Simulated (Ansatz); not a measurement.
`O[Si](Cl)(Br)Br` and `O[Si](O)(Br)Br` differ in one atom or group.

Ansatz, PBE0-D4/def2-TZVP geometries, multiplicity 1. Each molecule was computed in one conformer, which needn't be the lowest.

Scalar relativity is left out up to krypton.

```json
{"property": "HOMO–LUMO gap (ωB97M-V/def2-TZVPP) / eV", "`O[Si](Cl)(Br)Br`": "12.12"}
{"property": "LUMO energy (B3LYP/def2-TZVPP) / eV", "`O[Si](Cl)(Br)Br`": "-0.95"}
{"property": "size of the dipole moment (ωB97M-V/def2-TZVPP) / D", "`O[Si](Cl)(Br)Br`": "1.55"}
{"property": "HOMO–LUMO gap (PBE/def2-TZVPP) / eV", "`O[Si](Cl)(Br)Br`": "5.73"}
{"property": "HOMO–LUMO gap (PBE0/def2-TZVPP) / eV", "`O[Si](Cl)(Br)Br`": "7.97"}
{"property": "HOMO–LUMO gap (B3LYP/def2-TZVPP) / eV", "`O[Si](Cl)(Br)Br`": "7.42"}
```

Question: Give the same properties after the change, and the shifts. (An estimate is asked.)

Answer: Computed: 
| property | `O[Si](O)(Br)Br` | shift |
| --- | --- | --- |
| HOMO–LUMO gap (ωB97M-V/def2-TZVPP) / eV | 12.22 | 0.10 |
| LUMO energy (B3LYP/def2-TZVPP) / eV | -0.50 | 0.45 |
| size of the dipole moment (ωB97M-V/def2-TZVPP) / D | 1.93 | 0.38 |
| HOMO–LUMO gap (PBE/def2-TZVPP) / eV | 5.98 | 0.25 |
| HOMO–LUMO gap (PBE0/def2-TZVPP) / eV | 8.24 | 0.27 |
| HOMO–LUMO gap (B3LYP/def2-TZVPP) / eV | 7.65 | 0.23 |

With PBE0 the HOMO rises by 0.22 eV and the LUMO rises by 0.49 eV, so the gap widens by about 0.27 eV. PBE moves the HOMO by 0.23 eV and ωB97M-V by 0.22 eV. The zero-point energy changes by 33.2 kJ/mol with +3 modes. Dipoles are sizes alone; their direction can turn.

B3LYP here is the variant with VWN-RPA as its local correlation; programs differ in this.

Spin–orbit coupling is left out; it splits and shifts lone-pair levels of the heavy atoms by tenths of an eV.
